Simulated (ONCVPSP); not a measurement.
## V (Z = 23), ONCV: configuration errors across variants

vanadium, optimised norm-conserving Vanderbilt (ONCV), made with ONCVPSP 4.0.1 (PBE, scalar-relativistic). Core [Ne], reference 3s2 3p6 3d3 4s2. Waves: 3s+4s: rc 1.55 bohr, ncon 5, nbas 9, qcut 7.2 1/bohr, 2 projectors; 3p: rc 1.05 bohr, ncon 5, nbas 8, qcut 6.7 1/bohr, 2 projectors, debl 1.5 Ha; 3d: rc 2.40 bohr, ncon 4, nbas 9, qcut 5.8 1/bohr, 2 projectors, debl 3.4 Ha. Local part: polynomial inside 0.75 bohr (lpopt 5, dvloc0 0 Ha). Core correction: Teter function, fcfact 2.75, rcfact 1.55.

In the p channel the program set the typed energies aside and used -1.618, 0.250 Ha.

All-electron excitation energies from the reference (eV): (1) 3s2 3p6 3d3 4s1 7.735; (2) 3s2 3p6 3d3 4s0 22.031; (3) 3s2 3p6 3d2 4s0 50.928; (4) 3s2 3p6 3d4 4s1 0.586.

3 further variants failed, have other tests or another functional or relativity, and are left out.

A true bound ghost makes a file unfit for plane-wave use even where its test errors are small: the radial tests pick states by their node count and pass the ghost by.

Errors AE − PS in meV (a dash: test not solved or not reliable):

```csv
change,(1),(2),(3),(4),bound ghosts,GHOST(+) flags above zero
base,-0.3,-16,+302,+140,none,d
d: nproj 3,-1.0,-22,+257,+123,d,none
s: qcut 6.6; p: qcut 6.2; d: qcut 5.3,-0.2,-17,+395,+177,none,s
p: qcut 4.1,-0.3,-16,+302,+140,none,d
s: rc 2.04,-0.6,-18,+302,+139,none,"s, d"
```

Q: Give the same row for: local potential polynomial inside 1.00 bohr (lpopt 5, dvloc0 0 Ha).

A: -1.1, -23, +252, +122; bound ghosts: none; GHOST(+) flags above zero: none.
